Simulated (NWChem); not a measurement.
System meant: CH2N cation; SMILES C#[NH+]

Here is an NWChem input.

```
start job
memory heap 200 mb stack 900 mb global 1100 mb
charge 1
geometry units angstroms noautoz
  C     -0.000289     0.595843     0.000000
  N      0.000538    -0.532715     0.000000
  H     -0.000787     1.678940     0.000000
  H      0.002959    -1.547745     0.000000
end
basis spherical
  C library def2-svp
  N library def2-svp
  H library def2-svp
end
dft
  odft
  mult 2
  xc xpbe96 cpbe96
  iterations 150
  mulliken
end
task dft energy
```

End of the output:

```
 Summary of "ao basis" -> "" (spherical)
 ------------------------------------------------------------------------------
       Tag                 Description            Shells   Functions and Types
 ---------------- ------------------------------  ------  ---------------------
 C                          def2-svp                 6       14   3s2p1d
 N                          def2-svp                 6       14   3s2p1d
 H                          def2-svp                 3        5   2s1p

  pbe96 is a nonlocal functional; adding pw91lda local functional.

                                 NWChem DFT Module
                                 -----------------

 Summary of "ao basis" -> "ao basis" (spherical)
 ------------------------------------------------------------------------------
       Tag                 Description            Shells   Functions and Types
 ---------------- ------------------------------  ------  ---------------------
 C                          def2-svp                 6       14   3s2p1d
 N                          def2-svp                 6       14   3s2p1d
 H                          def2-svp                 3        5   2s1p

      Symmetry analysis of basis
      --------------------------

        a1         18
        a2          0
        b1          2
        b2          2
        e          16

  number of electrons :                   14
  multiplicity        :                    2
 ------------------------------------------------------------------------
  no. of electrons and multiplicity not compatible                  14
 ------------------------------------------------------------------------
 ------------------------------------------------------------------------
  current input line :
    22: task dft energy
 ------------------------------------------------------------------------
 ------------------------------------------------------------------------
 There is an error in the input file
 ------------------------------------------------------------------------
 For more information see the NWChem manual at https://nwchemgit.github.io

0: no. of electrons and multiplicity not compatible:Received an Error in Communication
```

Q: What is wrong, and how is it mended?

A: The input was rejected before any calculation. Cause: the multiplicity doesn't fit the number of electrons (an even count wants an odd multiplicity, and the reverse). This input runs:
```
start job
memory heap 200 mb stack 900 mb global 1100 mb
charge 1
geometry units angstroms noautoz
  C     -0.000289     0.595843     0.000000
  N      0.000538    -0.532715     0.000000
  H     -0.000787     1.678940     0.000000
  H      0.002959    -1.547745     0.000000
end
basis spherical
  * library def2-svp
end
dft
  xc xpbe96 cpbe96
  iterations 150
  mulliken
end
task dft energy
```
It converges to -93.51953 Ha (PBE/def2-SVP).
